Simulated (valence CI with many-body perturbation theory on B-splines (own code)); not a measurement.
**Questions on Au28+**

Method: configuration interaction combined with many-body perturbation theory (CI+MBPT): five valence electrons over a frozen Dirac-Fock core [Kr] 4d10, radial functions for each j: 7 s, 7 p, 7 d, 7 f, 4 g, 2 h, with the one-electron correlation potential Σ1 (screened to all orders), the two-electron term Σ2, the three-electron term Σ3, Breit, model QED; selected single and double excitations, second order for the rest, scaled by the run's own slope (own B-spline code, finite nucleus).

No measured spectrum was set against this ion. As an estimate, large intervals hold to a few tenths of a per cent, small ones and those within an open d or f shell to about a per cent. Core correlation moves these levels by up to 4900 cm⁻¹, and in measured spectra 5 to 20 % of such shifts remained as error; rates that hang on mixing are uncertain with them. Among the levels kept, up to 790 cm⁻¹ of a level comes from second order outside the variational space, and about a tenth of that is noise between levels of different J, which matters for small intervals. Only levels of the ground parity were solved; by the run's estimate the other parity begins above the list, which can be wrong where configurations are misplaced.

Names give the largest LS component (configuration and term), which can be under half, so a name can repeat, a term be missing and a line seem to break the LS rules; names also repeat where a configuration has a term twice.

Rates and lifetimes use the calculated energies. Strong lines usually hold to 10 to 20 %, long lifetimes can be off by a factor of two.

(1) What is the ground level?

(2) What is the ionisation energy?

(3) How well does LS coupling describe the low levels?

## Answers

(1) 4f⁵ ⁶H°_5/2, composition 53 % 4f⁵ ⁶H° + 31 % 4f⁵ ⁴G° + 7 % 4f⁵ ²F°, g = 0.488.

(2) 968.58 eV; NIST lists 990 ± 50 eV (theoretical).

(3) Among the lowest 20 levels the leading LS term, summed over configurations, holds 53 % on average. For single configurations the figures are 53 % in LS and 58 % in jj coupling. Terms mix most in the J = 15/2 level at 6.788 eV, where the leading one holds 23 %.
